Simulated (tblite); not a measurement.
Species: C13H8O.
Geometry (GFN2-xTB, Å), atoms numbered from 1 in this order:
```xyz
22
C13H8O angstrom
O     -3.256    2.710    0.455
C     -2.162    2.215    0.352
C     -1.887    0.793    0.150
C     -2.939   -0.158    0.054
C     -2.704   -1.496   -0.135
C     -1.398   -2.024   -0.250
C     -0.387   -1.117   -0.159
C     -0.622    0.273    0.038
C      0.846    0.526    0.026
C      1.856    1.435    0.118
C      3.155    0.904    0.005
C      3.386   -0.441   -0.187
C      2.340   -1.380   -0.282
C      1.085   -0.864   -0.171
H     -1.245    2.836    0.407
H     -3.949    0.214    0.138
H     -3.541   -2.176   -0.201
H     -1.242   -3.082   -0.398
H      1.702    2.493    0.268
H      3.997    1.578    0.070
H      4.405   -0.792   -0.267
H      2.547   -2.428   -0.433
```

Level: GFN2-xTB in tblite, geometry and Hessian alike; calculated harmonic values, unscaled, isolated species. The method is semi-empirical: single wavenumbers can be off by several per cent or more. One conformer, not necessarily the lowest.

Harmonic wavenumbers (cm⁻¹): 70.8, 101.2, 117.5, 130.8, 197.9, 248.2, 308.7, 365.8, 393.3, 397.4, 410.1, 453.2, 549.3, 571.3, 578.2, 649.3, 653.1, 707.6, 742.0, 765.8, 766.0, 791.8, 878.6, 879.5, 892.9, 899.9, 921.6, 922.9, 924.2, 970.9, 1037.4, 1045.9, 1083.1, 1113.6, 1137.5, 1171.6, 1188.9, 1199.1, 1229.2, 1252.6, 1300.9, 1348.6, 1381.2, 1384.8, 1427.3, 1433.9, 1487.8, 1594.9, 1603.1, 1632.0, 1723.1, 1741.9, 2756.6, 3076.6, 3081.6, 3083.5, 3089.4, 3090.8, 3094.8, 3098.2.

A = 1372, B = 523.2, C = 378.8 MHz; mass 180.058 u (most abundant isotopes); point group Cs, symmetry number 1.

Zero-point energy?

½Σν̃ = 35575 cm⁻¹ = 101.71 kcal/mol.

Entropy at 500 K, 1 bar (ideal gas, RRHO, classical rotation)?

Translation 44.07, rotation 32.99, vibration 54.08: S = 131.1 cal/(mol K).

And Cp and H(500 K) − H(0)?

Cp = 69.25 cal/(mol K), of which vibrations give 61.30 (their classical limit is 60 R = 119.2); H(500 K) − H(0) = 18.93 kcal/mol without the zero-point energy, 14.96 from vibrations.

How do the functions run with temperature in this model?

```
 T (K)  S (cal/(mol K))  Cp (cal/(mol K))  H − H(0) (kcal/mol)  G − H(0) (kcal/mol)  ln q(vib)
   150             79.4              24.0                 2.27                -9.63       2.35
   250             94.7              37.6                 5.33               -18.34       4.92
298.15            101.9              44.5                 7.31               -23.08       6.24
   400            116.9              58.1                12.55               -34.22       9.17
   600            144.6              78.2                26.32               -60.43      15.17
   900            180.0              95.9                52.70              -109.29      23.98
```

q(vib) and H(0) count from the zero-point level.

What must be added to the electronic energy to get the Gibbs energy at 500 K and 1 bar?

ZPE + [H(500 K) − H(0)] − T·S = 101.71 + 18.93 − 65.57 = 55.07 kcal/mol.

Blend soft modes into free rotors: weight 1/[1 + (100 cm⁻¹/ν̃)⁴] for the oscillator and the rest for a rotor with moment μB/(μ + B), μ = h/(8π²ν), B = 10⁻⁴⁴ kg m². What vibrational entropy results?

51.83 cal/(mol K) in place of 54.08, which changes −T·S at 500 K by +1.12 kcal/mol.

Hindered rotation and anharmonicity are outside this model. Other conformers, if any are populated, would add a mixing term that is left out.
